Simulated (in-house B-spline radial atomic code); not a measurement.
Checks on a self-consistent run for Ta3+, [Xe] 4f14 5d1 5f1. Method: Dirac-Hartree-Fock, average of configuration, Fermi nucleus of rms radius 5.3507 fm. Calculated with an all-electron radial atomic-structure program (B-spline basis).

| orbital | q | ε (Eh) | <1/r> | <r²> | small-component weight |
| --- | --- | --- | --- | --- | --- |
| 1s1/2 | 2 | -2494.37879 | 85.3934 | 0.000478692 | 0.075589 |
| 2s1/2 | 2 | -434.57477 | 20.7561 | 0.007309 | 0.017111 |
| 2p1/2 | 2 | -414.44549 | 20.6789 | 0.00524603 | 0.017132 |
| 2p3/2 | 4 | -367.66806 | 17.4889 | 0.00644448 | 0.015521 |
| 3s1/2 | 2 | -102.76984 | 7.63173 | 0.0476421 | 0.0056364 |
| 3p1/2 | 2 | -93.86077 | 7.533 | 0.0439092 | 0.0055633 |
| 3p3/2 | 4 | -83.62969 | 6.71451 | 0.0504518 | 0.0051108 |
| 3d3/2 | 4 | -68.79498 | 6.58731 | 0.0393547 | 0.0049664 |
| 3d5/2 | 6 | -66.58918 | 6.39251 | 0.0411581 | 0.0048386 |
| 4s1/2 | 2 | -23.14156 | 3.17592 | 0.238048 | 0.0018122 |
| 4p1/2 | 2 | -19.42859 | 3.06281 | 0.246923 | 0.0017221 |
| 4p3/2 | 4 | -17.05074 | 2.79309 | 0.280908 | 0.0015646 |
| 4d3/2 | 4 | -10.93924 | 2.56927 | 0.310484 | 0.0013652 |
| 4d5/2 | 6 | -10.49407 | 2.50094 | 0.323992 | 0.0013185 |
| 5s1/2 | 2 | -4.46923 | 1.20303 | 1.37526 | 0.00037845 |
| 5p1/2 | 2 | -3.26268 | 1.08996 | 1.64895 | 0.000319 |
| 5p3/2 | 4 | -2.91017 | 0.999535 | 1.89953 | 0.0002782 |
| 4f5/2 | 6 | -2.82113 | 2.0388 | 0.47717 | 0.00092417 |
| 4f7/2 | 8 | -2.74152 | 2.00911 | 0.49273 | 0.00090336 |
| 5d3/2 | 0.4 | -1.48865 | 0.73509 | 3.43996 | 0.00015531 |
| 5d5/2 | 0.6 | -1.46150 | 0.716902 | 3.58687 | 0.00014841 |
| 5f5/2 | 0.42857 | -0.51073 | 0.270425 | 20.8041 | 2.0028e-05 |
| 5f7/2 | 0.57143 | -0.51070 | 0.270635 | 20.8183 | 2.0282e-05 |

Electron-electron repulsion V_ee = 5726.3048 hartree.

What total energy follows from the eigenvalues?

The eigenvalues count the repulsion twice, so E = Σqε - V_ee = -9887.976 - 5726.305 = -15614.281 hartree; the run printed -15614.281.

Does the Dirac virial theorem hold?

For a point nucleus E = -2c²Σq·w, with w the small-component weight. Here Σq·w = 0.41564 and c = 137.0360, so the ratio E/(-2c²Σq·w) is 1.000246; the finite nucleus accounts for the departure from 1.

What diamagnetic shielding (Lamb formula) and susceptibility (Langevin formula) do the radii give?

σ = (α²/3)Σq<1/r> = 532.321/(3·137.036²) = 9448.9 ppm, and χ = -0.79199×10⁻⁶·Σq<r²> = -40.32×10⁻⁶ cm³/mol with Σq<r²> = 50.912 bohr². Both are non-relativistic formulas without the paramagnetism of open shells; for so heavy an element the full relativistic shielding is larger by tens of per cent.
